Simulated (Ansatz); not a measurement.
Consider the ligand exchange at the In–I bond: `[F][InH][I]` + H–F → `[F][InH][F]` + HI.

Isolated molecules relaxed with PBE0-D4/def2-TZVP in Ansatz; ΔE leaves out vibrations. CCSD(T)/CBS is the MP2 limit (def2-TZVPP, def2-QZVPP) plus CCSD(T) − MP2 in def2-TZVPP, frozen cores. This one scheme is used for every species. DFT in def2-TZVPP. B3LYP here is the variant with VWN-RPA as its local correlation; programs differ in this. Elements past krypton have def2 core potentials. For I, In outer-core shells are correlated without core-valence functions, which leaves a few kJ/mol of doubt a bond.

`[F][InH][I]`:

Z-matrix (Å, degrees):
```
In
F 1 1.945
I 1 2.630 2 110.8
H 1 1.696 2 118.7 3 180.0
```

H–F:

Z-matrix (Å, degrees):
```
F
H 1 0.920
```

`[F][InH][F]`:

Cartesian coordinates in Å:
```
F 1.690 0.737 -0.072
In -0.035 -0.121 0.092
F -1.238 0.808 -1.104
H -0.417 -1.424 1.084
```

HI:

Z-matrix (Å, degrees):
```
I
H 1 1.610
```

Question: Is it downhill or uphill in electronic energy at CCSD(T)/CBS, and by how much? (Estimate.)

Answer: Ansatz gave: Uphill: ΔE = +0.95 eV.

Question: What do these levels give: BLYP-D4, r2SCAN-D4, B3LYP-D4, r2SCAN0-D4, r2SCAN, RPA@PBE/def2-TZVPP, MP2/def2-SVP, CCSD/def2-SVP, HF/def2-TZVPP, SCS-MP2/def2-QZVPP, HF/CBS(def2), CCSD/CBS(def2)? (Estimate.)

Answer: The calculation gave: BLYP-D4 0.73, r2SCAN-D4 0.84, B3LYP-D4 0.83, r2SCAN0-D4 0.95, r2SCAN 0.83, RPA@PBE/def2-TZVPP 0.78, MP2/def2-SVP 0.83, CCSD/def2-SVP 0.81, HF/def2-TZVPP 0.93, SCS-MP2/def2-QZVPP 0.92, HF/CBS(def2) 0.91, CCSD/CBS(def2) 0.96 eV.

Largest T1 diagnostic among the species: 0.017.

From BLYP to BHLYP (50 % exact exchange), in def2-TZVPP and without D4, ΔE moves by +0.19 eV. The D4 term adds +0.04 eV with B3LYP and +0.02 eV with PBE0; it sums over pairs of atoms, weighted by their polarisabilities, and B3LYP, whose exchange is more repulsive, gets the larger term. Leaving LDA and LC-ωPBE aside and taking each functional with its dispersion term where it has one, the values, not all of them listed here, spread over 0.25 eV, from B97M-V to PBE-QIDH. LDA lies +0.07 eV from PBE without D4.
